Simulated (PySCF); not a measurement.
**HfSe: from constants to spectrum**

RHF-CCSD(T) constants of HfSe, ¹Σ⁺ (singlet), closed shell (PySCF, scalar-relativistic core potentials, basis sets Hf def2-TZVPP with ECP60, Se def2-TZVPP; masses 179.9465 and 79.9165 u):

```
ωe                      : 337.6 cm⁻¹
ωexe                    : 0.528 cm⁻¹
Be                      : 0.056497 cm⁻¹
αe                      : 0.000117 cm⁻¹
De to Hf (5d2 6s2) + Se : 5.40 eV
```

**Question.** What force constant and bond length do these constants imply?

**Answer.** Reduced mass μred = 55.340 u; k = 5.8918×10⁻⁷·μred·ωe² (u, cm⁻¹, mdyn/Å) = 3.72 mdyn/Å; Re = √(16.8576/(μred·Be)) (u, cm⁻¹, Å) = 2.322 Å.

**Question.** Estimate the centrifugal constant D from the Kratzer relation and find the Dunham coefficient a1.

**Answer.** D = 4Be³/ωe² = 6.33e-09 cm⁻¹; a1 = −1 − αeωe/(6Be²) = -3.06.

Correlated steps freeze 9 core orbitals. These are scalar-relativistic numbers at best; spin–orbit coupling would shift them, the dissociation energy most. Where the molecule has an RHF reference, its open-shell atoms are computed with UHF. The CCSD T1 diagnostic is raised, a sign that a single reference may not be enough here.
